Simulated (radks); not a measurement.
Question: Species: Xe VI. Configuration: [Kr] 4d10 5s2 5p1. Calculated with a radial shooting solver on a logarithmic mesh with Libxc functionals: scalar-relativistic Kohn-Sham, r2SCAN, spin-polarised, spherical densities, finite nucleus; open shells are filled with parallel spins first (spin-orbit coupling, left out, can overturn this in heavy ions); meta-GGA in the generalised Kohn-Sham scheme; Fermi nuclear charge, rms radius 4.7859 fm. Some entries of the table are withheld. Estimate them.

| orbital | occ. | eigenvalue (eV) | <r> (bohr) |
|---|---|---|---|
| 1s up | 1 | -34494.02 | 0.02666 |
| 1s down | 1 | -34493.93 | 0.02666 |
| 2s up | 1 | -5438.272 | 0.1146 |
| 2s down | 1 | -5438.260 | 0.1146 |
| 2p up | 3 | -4883.032 | 0.1003 |
| 2p down | 3 | -4882.974 | 0.1003 |
| 3s up | 1 | -1168.310 | 0.3057 |
| 3s down | 1 | -1168.266 | 0.3057 |
| 3p up | 3 | -987.8249 | 0.3039 |
| 3p down | 3 | -987.7625 | 0.3039 |
| 3d up | 5 | -720.5818 | 0.2808 |
| 3d down | 5 | -720.5159 | 0.2808 |
| 4s up | 1 | -263.1944 | 0.7165 |
| 4s down | 1 | -263.0443 | 0.7167 |
| 4p up | 3 | -205.6303 | 0.7633 |
| 4p down | 3 | -205.4929 | 0.7633 |
| 4d up | 5 | -121.2265 | 0.8674 |
| 4d down | 5 | -121.0182 | 0.8652 |
| 5s up | 1 | (1) | 1.684 |
| 5s down | 1 | (2) | 1.673 |
| 5p up | 1 | -59.8508 | 1.874 |
| 5p down | 0 | -57.8355 | 1.855 |

Answer: 
(1) 5s up eigenvalue (eV): -74.8600
(2) 5s down eigenvalue (eV): -73.0742
